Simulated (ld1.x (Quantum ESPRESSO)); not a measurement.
## europium (Eu): one change to a TM potential, before and after

ld1.x (Quantum ESPRESSO) 7.5 input, shortened:

```
&input
   title='Eu', zed=63., rel=1, dft='PW91', iswitch=3,
   config='[Xe] 4f7 5d0 6s2 6p0'
 /
 &inputp
   pseudotype=2, tm=.true., lloc=0,
   nlcc=.true.
 /
4
5P  2  1   6.00   0.00  2.40  2.40  0.0
5D  3  2   0.00   0.00  3.30  3.30  0.0
4F  4  3   7.00   0.00  1.50  1.50  0.0
6S  1  0   2.00   0.00  2.75  2.75  0.0
 &test
   configts(1)='4f7 5p6 5d0 6s2 6p0'
 /
```

Change: wave 6s (bound): rc 2.75 bohr becomes 6s (bound): rc 3.78 bohr.

Cutoffs: the cutoffs (Ry, on a coarse ladder) from which the occupation-weighted sum of valence levels, in a spherical-Bessel basis at the reference potential, stays within 10 and 1 mRy of its value at 400 Ry; they do not see the model core or the augmentation charge, which bear on the density cutoff. Errors are all-electron minus pseudo energies relative to the spin-unpolarised reference configuration.

**Question.** What does the change do?

**Answer.** The potential gets neither clearly harder nor softer (180 Ry and 260 Ry → 180 Ry and 300 Ry); of the 7 tests that both files solve, the error grows in 6 and shrinks in 0 by more than 15 % and 0.3 meV (median size 66.0 → 168.8 meV); neither file shows a bound ghost. More of the atom is replaced by a form fitted at one configuration, so other configurations suffer.

```tsv
quantity	base	changed
cutoff, loose	180 Ry	180 Ry
cutoff, tight	260 Ry	300 Ry
bound ghosts	none	none
error for 4f7 5p6 5d0 6s1 6p0, meV [ΔE 6.05 eV]	+0.2	-2.3
error for 4f7 5p6 5d0 6s0 6p0, meV [ΔE 17.33 eV]	-19	-27
error for 4f6 5p6 5d0 6s0 6p0, meV [ΔE 41.82 eV]	-828	-737
error for 4f7 5p6 5d0 6s0 6p1, meV [ΔE 9.27 eV]	-450	-519
error for 4f7 5p6 5d0.5 6s1.5 6p0, meV [ΔE 1.06 eV]	-2.0	-2.9
error for 4f7 5p6 5d0 6s0 6p2, meV [ΔE 5.16 eV]	-589	-679
error for 4f7 5p5 5d0 6s2 6p0, meV [ΔE 28.85 eV]	-66	-169
```
